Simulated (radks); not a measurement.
Problem. Spherical quantum dot in the effective-mass picture: electrons in a parabolic well V = omega^2 r^2 / 2 with omega = 0.0833, all in effective atomic units (hartree* = m*/eps^2 hartree, bohr* = eps/m* bohr), one dielectric constant everywhere. Method: non-relativistic Kohn-Sham, LDA (Slater exchange, Perdew-Wang correlation), spin-polarised, spherical densities; computed with a radial shooting solver with Libxc functionals. Levels are named by radial order and angular momentum (1s, 1p, 1d, 2s, ...), and open shells are averaged over m. Results are scaled to m* = 0.383 and eps = 15.3, for which hartree* = 44.52 meV and bohr* = 2.114 nm. At N = 16 the configuration is 1s2 1p6 1d(up 5, down 3). Does electron 17 go into 1d down or 2s up or 2s down?

Solution. Into 1d down. The total energies of the other choices lie higher by 0.407 meV (2s up), 0.493 meV (2s down).
